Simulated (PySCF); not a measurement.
C$_{7}$H$_{7}$O (SMILES Cc1c[c]c(O)cc1), doublet, at a GFN2-xTB geometry; SVWN5/STO-3G (PySCF).

Here is a job for PySCF.
```python
from pyscf import gto, scf, dft

mol = gto.Mole()
mol.atom = '''
    C    -2.81768532   -0.32396682   -0.28307830
    C    -1.33807357   -0.15438107   -0.11596451
    C    -0.45240414   -0.50055926   -1.12825950
    C     0.91087715   -0.33804004   -0.99052910
    C     1.44538695    0.18809075    0.19017884
    O     2.79470630    0.33489593    0.29488929
    C     0.54307014    0.51966633    1.16818007
    C    -0.80371845    0.37218053    1.06496024
    H    -3.04678168   -1.32160158   -0.65455207
    H    -3.20055120    0.39872599   -1.00414380
    H    -3.33746755   -0.17506653    0.65995238
    H    -0.84191564   -0.90944101   -2.04981453
    H     1.59798091   -0.60875677   -1.77773074
    H     3.00717248    0.70565301    1.15923371
    H    -1.46080448    0.65337680    1.87501403
'''
mol.basis = 'sto-3g'
mol.spin = 1
mol.verbose = 4
mol.build()

mf = dft.UKS(mol)
mf.xc = 'lda,vwn'
mf.kernel()
```

Q: What does PySCF print? Leave out banner, timings and long lists.

A: 
```
PySCF version 2.14.0

[INPUT] verbose = 4
[INPUT] num. atoms = 15
[INPUT] num. electrons = 57
[INPUT] charge = 0
[INPUT] spin (= nelec alpha-beta = 2S) = 1
[INPUT] symmetry False subgroup None
[INPUT] Mole.unit = angstrom
[INPUT] Symbol           X                Y                Z      unit          X                Y                Z       unit  Magmom
[INPUT]  1 C     -2.817685320000  -0.323966820000  -0.283078300000 AA   -5.324653560007  -0.612208563246  -0.534940458807 Bohr   0.0
[INPUT]  2 C     -1.338073570000  -0.154381070000  -0.115964510000 AA   -2.528592581819  -0.291737941117  -0.219141164069 Bohr   0.0
[INPUT]  3 C     -0.452404140000  -0.500559260000  -1.128259500000 AA   -0.854919922219  -0.945919910515  -2.132101452439 Bohr   0.0
[INPUT]  4 C      0.910877150000  -0.338040040000  -0.990529100000 AA    1.721308346624  -0.638803094737  -1.871828717412 Bohr   0.0
[INPUT]  5 C      1.445386950000   0.188090750000   0.190178840000 AA    2.731385479520   0.355440004064   0.359385922287 Bohr   0.0
[INPUT]  6 O      2.794706300000   0.334895930000   0.294889290000 AA    5.281229505597   0.632861587932   0.557259995167 Bohr   0.0
[INPUT]  7 C      0.543070140000   0.519666330000   1.168180070000 AA    1.026253831029   0.982027039858   2.207540396475 Bohr   0.0
[INPUT]  8 C     -0.803718450000   0.372180530000   1.064960240000 AA   -1.518807751760   0.703319270595   2.012483187151 Bohr   0.0
[INPUT]  9 H     -3.046781680000  -1.321601580000  -0.654552070000 AA   -5.757582936542  -2.497465031992  -1.236924146567 Bohr   0.0
[INPUT] 10 H     -3.200551200000   0.398725990000  -1.004143800000 AA   -6.048165215648   0.753482919846  -1.897556771680 Bohr   0.0
[INPUT] 11 H     -3.337467550000  -0.175066530000   0.659952380000 AA   -6.306899619123  -0.330827795278   1.247129253455 Bohr   0.0
[INPUT] 12 H     -0.841915640000  -0.909441010000  -2.049814530000 AA   -1.590989979588  -1.718594435348  -3.873588067854 Bohr   0.0
[INPUT] 13 H      1.597980910000  -0.608756770000  -1.777730740000 AA    3.019746272183  -1.150383571775  -3.359424221820 Bohr   0.0
[INPUT] 14 H      3.007172480000   0.705653010000   1.159233710000 AA    5.682732396529   1.333490927875   2.190634226263 Bohr   0.0
[INPUT] 15 H     -1.460804480000   0.653376800000   1.875014030000 AA   -2.760520388738   1.234703208145   3.543262996417 Bohr   0.0

nuclear repulsion = 332.587019790715
number of shells = 31
number of NR pGTOs = 141
number of NR cGTOs = 47
basis = sto-3g
ecp = {}

******** <class 'pyscf.dft.uks.UKS'> ********
method = UKS
initial guess = minao
damping factor = 0
level_shift factor = 0
DIIS = <class 'pyscf.scf.diis.CDIIS'>
diis_start_cycle = 1
diis_space = 8
diis_damp = 0
SCF conv_tol = 1e-09
SCF conv_tol_grad = None
SCF max_cycles = 50
direct_scf = True
direct_scf_tol = 1e-13
number electrons alpha = 29  beta = 28
XC library pyscf.dft.libxc version 7.1.2
    S. Lehtola, C. Steigemann, M. J. T. Oliveira, and M. A. L. Marques,  SoftwareX 7, 1–5 (2018)
XC functionals = lda,vwn
    P. A. M. Dirac,  Math. Proc. Cambridge Philos. Soc. 26, 376 (1930)
    F. Bloch,  Z. Phys. 57, 545 (1929)
    S. H. Vosko, L. Wilk, and M. Nusair,  Can. J. Phys. 58, 1200 (1980)
radial grids:
    Treutler-Ahlrichs [JCP 102, 346 (1995); DOI:10.1063/1.469408] (M4) radial grids

becke partition: Becke, JCP 88, 2547 (1988); DOI:10.1063/1.454033
pruning grids: <function nwchem_prune>
grids dens level: 3
symmetrized grids: False
atomic radii adjust function: <function treutler_atomic_radii_adjust>
small_rho_cutoff = 0
Set gradient conv threshold to 3.16228e-05
tot grids = 181568
init E= -339.989037050042

cycle= 1 E= -338.612507027428  delta_E= 1.38  |g|= 0.331  |ddm|= 3.96
cycle= 2 E= -337.906665713015  delta_E= 0.706  |g|= 1.03  |ddm|= 1.95
cycle= 3 E= -338.633769808614  delta_E= -0.727  |g|= 0.262  |ddm|= 1.83
cycle= 4 E= -338.684359767751  delta_E= -0.0506  |g|= 0.0511  |ddm|= 0.413
cycle= 5 E= -338.684628940462  delta_E= -0.000269  |g|= 0.0484  |ddm|= 0.135
cycle= 6 E= -338.686154124123  delta_E= -0.00153  |g|= 0.0179  |ddm|= 0.0883
cycle= 7 E= -338.686367692304  delta_E= -0.000214  |g|= 0.00345  |ddm|= 0.0275
cycle= 8 E= -338.686373330277  delta_E= -5.64e-06  |g|= 0.00212  |ddm|= 0.00783
cycle= 9 E= -338.686376723269  delta_E= -3.39e-06  |g|= 0.000703  |ddm|= 0.00431
cycle= 10 E= -338.686377104391  delta_E= -3.81e-07  |g|= 0.000336  |ddm|= 0.00156
cycle= 11 E= -338.686377184292  delta_E= -7.99e-08  |g|= 0.000143  |ddm|= 0.000702
cycle= 12 E= -338.68637719834  delta_E= -1.4e-08  |g|= 4.88e-05  |ddm|= 0.000271
cycle= 13 E= -338.68637720073  delta_E= -2.39e-09  |g|= 1.55e-05  |ddm|= 0.000119
cycle= 14 E= -338.686377200951  delta_E= -2.21e-10  |g|= 7.7e-06  |ddm|= 4.04e-05
Extra cycle  E= -338.686377200861  delta_E= 9.07e-11  |g|= 1.45e-05  |ddm|= 3.1e-05
converged SCF energy = -338.686377200861  <S^2> = 0.7567108  2S+1 = 2.0066996
```
